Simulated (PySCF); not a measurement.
# The second ionisation energy along the 5p block

Calculated with PySCF 2.14 from differences of total energies of unrestricted determinants, without spin-orbit coupling. Values in eV. The last column holds reference values (NIST; (s) semi-empirical, (t) theoretical, else measured). Unmarked ones compare directly (S terms, centres of terms, or small fine structure); those marked * lie between the lowest fine-structure levels and include a spin-orbit shift.

```tsv
element	configurations	MP2 (valence)	CCSD(T) (valence)	LDA	PBE	MP2 (valence and next inner shell)	SCS-MP2 (valence and next inner shell)	reference
In (def2-QZVPPD with the def2 core potential (28 electrons), ECP)	[Kr] 4d10 5s2 → [Kr] 4d10 5s1	17.674	17.914	19.494	19.049	18.879	18.816	18.870
Sn (def2-QZVPPD with the def2 core potential (28 electrons), ECP)	[Kr] 4d10 5s2 5p1 → [Kr] 4d10 5s2	13.989	14.065	14.406	14.224	14.133	14.074	14.282
Sb (def2-QZVPPD with the def2 core potential (28 electrons), ECP)	[Kr] 4d10 5s2 5p2 → [Kr] 4d10 5s2 5p1	16.358	16.411	16.655	16.466	16.541	16.422	16.626 ± 0.025 *
Te (def2-QZVPPD with the def2 core potential (28 electrons), ECP)	[Kr] 4d10 5s2 5p3 → [Kr] 4d10 5s2 5p2	18.822	18.831	18.931	18.750	19.022	18.836	18.6 ± 0.4 *
Xe (def2-QZVPPD with the def2 core potential (28 electrons), ECP)	[Kr] 4d10 5s2 5p5 → [Kr] 4d10 5s2 5p4	20.921	21.003	21.368	21.050	21.093	21.063	20.975 (s) *
```

Q: Fill in the row of I (def2-QZVPPD with the def2 core potential (28 electrons), ECP) ([Kr] 4d10 5s2 5p4 → [Kr] 4d10 5s2 5p3).

A: MP2 (valence) 18.423; CCSD(T) (valence) 18.598; LDA 19.043; PBE 18.732; MP2 (valence and next inner shell) 18.553; SCS-MP2 (valence and next inner shell) 18.595; reference 18.750 (eV).

"Valence" correlates the outer s and p shells and, in groups 3 to 12 and the f block, the outer d or f shell, open or full, or the next shell where the ion has no valence electron left; the wider scheme adds the next inner shell.
